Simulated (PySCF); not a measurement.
Species: CH₇BGe.
Bonds: B1–Ge2, Ge2–C3. Hydrogens: H4, H5 on B1; H6, H7 on Ge2; H8, H9, H10 on C3.

Computed, not measured: PBE0-D3(BJ)/def2-SVP geometry optimisation, gas phase (PySCF).

(1) What internal coordinates does the optimisation give?

## Answers

(1) 
| bond | length (bohr) |
| --- | --- |
| B1–Ge2 | 3.894 |
| Ge2–C3 | 3.722 |
| B1–H4, B1–H5 | 2.284 |
| Ge2–H6, Ge2–H7 | 2.920 |
| C3–H8, C3–H9, C3–H10 | 2.077 |

Bonds in one row agree within 0.02 bohr and their mean is given. A selection of angles:
| angle | degrees |
| --- | --- |
| Ge2–B1–H4 | 121.1 |
| H4–B1–H5 | 117.8 |
| B1–Ge2–C3 | 108.4 |
| B1–Ge2–H6 | 112.5 |
| C3–Ge2–H6 | 108.0 |
| H6–Ge2–H7 | 107.3 |
| Ge2–C3–H8 | 110.6 |
| Ge2–C3–H10 | 109.3 |
| H8–C3–H9 | 108.8 |

Ge2 (germanium bonded to B, C and 2 H) is tetrahedral (angles from 107.3° to 112.6°). B1 (three-coordinate boron) is planar (angles 121.1°, 121.1° and 117.8°, sum 359.9°, 0.02 Å off the plane of its three neighbours).

Point group: near Cs, missed by 0.08 Å at most; the miss may be what the optimiser left on a soft mode. Whether it is a minimum is left open (no frequencies). One conformer, not necessarily the lowest (H–B1–Ge2–C3 86° and -91°).
